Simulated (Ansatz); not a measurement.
Steps of a relaxation of `N/C=C/[SiH2]S` with RKS PBE0-D4/def2-TZVP.

```sh
$ ansatz run in.yaml --threads 4 --pin off --events-out ev --progress --plain --max-ram 10444MiB
```

```yaml
crystal:
  periodic: [false, false, false]
  atoms:
    - {symbol: N, position_ang: [-0.750478, 1.946835, 1.543841]}
    - {symbol: C, position_ang: [-0.502037, 1.125354, 0.477451]}
    - {symbol: C, position_ang: [-0.142678, -0.192051, 0.517069]}
    - {symbol: Si, position_ang: [0.121492, -1.169019, -1.022773]}
    - {symbol: S, position_ang: [2.215083, -1.770824, -1.099341]}
    - {symbol: H, position_ang: [-0.504379, 1.633767, 2.483003]}
    - {symbol: H, position_ang: [-0.781301, 2.954661, 1.404924]}
    - {symbol: H, position_ang: [-0.655418, 1.619530, -0.499286]}
    - {symbol: H, position_ang: [0.020639, -0.669202, 1.500563]}
    - {symbol: H, position_ang: [-0.254511, -0.299122, -2.198516]}
    - {symbol: H, position_ang: [-0.696140, -2.434638, -1.103774]}
    - {symbol: H, position_ang: [2.006629, -2.800390, -1.969159]}
basis:
  gaussian: {orbitals: def2-TZVP}
hamiltonian: {xc: pbe0, dispersion: d4}
relax: {f_tol: 0.005, max_steps: 150}
```

Positions (Å) and forces (eV/Å) along the path, 7 of 7 steps:

```xyz
12
step=1 energy=-22382.3365 eV
N    -0.750    1.947    1.544    0.158    0.123    0.188
C    -0.502    1.125    0.477    0.157   -0.502   -0.165
C    -0.143   -0.192    0.517   -0.128    0.598    0.184
Si    0.121   -1.169   -1.023   -0.019    0.064    0.023
S     2.215   -1.771   -1.099   -0.477   -0.263   -0.315
H    -0.504    1.634    2.483   -0.130    0.185   -0.635
H    -0.781    2.955    1.405    0.043   -0.681    0.055
H    -0.655    1.620   -0.499    0.085   -0.266    0.517
H     0.021   -0.669    1.501   -0.096    0.267   -0.467
H    -0.255   -0.299   -2.199    0.124   -0.195    0.254
H    -0.696   -2.435   -1.104    0.212    0.285    0.039
H     2.007   -2.800   -1.969    0.071    0.384    0.321
12
step=2 energy=-22382.3908 eV
N    -0.753    1.928    1.532    0.032    0.069    0.087
C    -0.494    1.113    0.473    0.019   -0.133   -0.092
C    -0.136   -0.188    0.519   -0.047    0.095    0.009
Si    0.117   -1.157   -1.015    0.055    0.037    0.075
S     2.188   -1.753   -1.096   -0.107   -0.140   -0.131
H    -0.498    1.622    2.459   -0.030    0.032   -0.154
H    -0.777    2.924    1.391    0.013   -0.153    0.004
H    -0.643    1.598   -0.495    0.025   -0.059    0.144
H     0.014   -0.657    1.495   -0.020    0.069   -0.141
H    -0.236   -0.297   -2.185   -0.008   -0.048    0.077
H    -0.683   -2.416   -1.086    0.022    0.085    0.000
H     1.977   -2.771   -1.958    0.045    0.146    0.122
12
step=3 energy=-22382.3942 eV
N    -0.752    1.925    1.527   -0.037    0.009    0.016
C    -0.500    1.107    0.470    0.053    0.024   -0.017
C    -0.147   -0.189    0.519    0.054   -0.051   -0.016
Si    0.122   -1.156   -1.006   -0.062   -0.013   -0.007
S     2.186   -1.756   -1.095    0.025    0.017    0.017
H    -0.494    1.619    2.449    0.008   -0.018    0.020
H    -0.763    2.917    1.385   -0.004    0.022   -0.015
H    -0.639    1.593   -0.493   -0.018    0.009   -0.016
H     0.003   -0.653    1.492   -0.007   -0.008    0.025
H    -0.246   -0.298   -2.166    0.016    0.017   -0.018
H    -0.688   -2.401   -1.081    0.003   -0.025    0.001
H     1.996   -2.761   -1.966   -0.032    0.017    0.009
12
step=4 energy=-22382.3949 eV
N    -0.754    1.922    1.526   -0.011    0.014    0.012
C    -0.491    1.107    0.469   -0.021   -0.007   -0.007
C    -0.136   -0.189    0.519   -0.002   -0.019   -0.005
Si    0.121   -1.157   -1.007    0.004    0.028    0.021
S     2.187   -1.752   -1.091   -0.019   -0.009   -0.010
H    -0.499    1.617    2.448    0.007   -0.012    0.015
H    -0.770    2.915    1.383    0.003    0.017   -0.009
H    -0.635    1.591   -0.495    0.007    0.013   -0.013
H     0.007   -0.655    1.492    0.006   -0.003    0.017
H    -0.242   -0.297   -2.168    0.002    0.004   -0.012
H    -0.687   -2.404   -1.080    0.002   -0.012    0.000
H     1.976   -2.752   -1.962    0.021   -0.013   -0.009
12
step=5 energy=-22382.3952 eV
N    -0.754    1.924    1.527   -0.009    0.011    0.013
C    -0.493    1.108    0.469    0.004   -0.007   -0.010
C    -0.139   -0.189    0.519    0.002   -0.008    0.000
Si    0.119   -1.157   -1.007    0.000    0.006    0.004
S     2.185   -1.754   -1.092    0.002   -0.006   -0.004
H    -0.498    1.618    2.450    0.002   -0.006   -0.003
H    -0.768    2.917    1.384    0.002   -0.001   -0.007
H    -0.635    1.592   -0.494   -0.001    0.002    0.003
H     0.006   -0.655    1.493   -0.001    0.003    0.000
H    -0.242   -0.297   -2.169   -0.001   -0.001    0.000
H    -0.687   -2.406   -1.080   -0.001    0.001    0.000
H     1.984   -2.755   -1.965    0.000    0.005    0.003
12
step=6 energy=-22382.3952 eV
N    -0.756    1.923    1.526   -0.004    0.006    0.002
C    -0.494    1.107    0.470    0.002   -0.007   -0.005
C    -0.139   -0.190    0.520    0.001    0.006   -0.006
Si    0.119   -1.157   -1.006    0.000    0.001   -0.001
S     2.185   -1.754   -1.091    0.001   -0.001    0.000
H    -0.498    1.618    2.449    0.001    0.000    0.000
H    -0.766    2.916    1.382    0.002   -0.001    0.003
H    -0.635    1.592   -0.494    0.000   -0.004    0.000
H     0.006   -0.655    1.494   -0.001   -0.001    0.006
H    -0.241   -0.297   -2.168    0.000    0.000    0.001
H    -0.688   -2.406   -1.079    0.000    0.000    0.000
H     1.984   -2.753   -1.967    0.000    0.000    0.000
12
step=7 energy=-22382.3952 eV
N    -0.757    1.923    1.526   -0.003    0.000   -0.003
C    -0.494    1.107    0.470    0.000   -0.001    0.001
C    -0.139   -0.190    0.520   -0.001    0.002   -0.002
Si    0.119   -1.157   -1.006    0.000   -0.001   -0.001
S     2.185   -1.755   -1.091    0.000    0.001    0.000
H    -0.497    1.618    2.448    0.001    0.001    0.000
H    -0.765    2.916    1.381    0.001    0.001    0.004
H    -0.636    1.591   -0.494    0.001   -0.002   -0.001
H     0.005   -0.655    1.494    0.001    0.000    0.002
H    -0.241   -0.297   -2.168    0.000    0.000    0.000
H    -0.688   -2.405   -1.079    0.000    0.000    0.000
H     1.984   -2.752   -1.968    0.000   -0.001   -0.001
```

Hardware: 4 threads of an Arm Neoverse V2 on a shared host. Wall time 29 s, peak host memory 0.57 GiB.
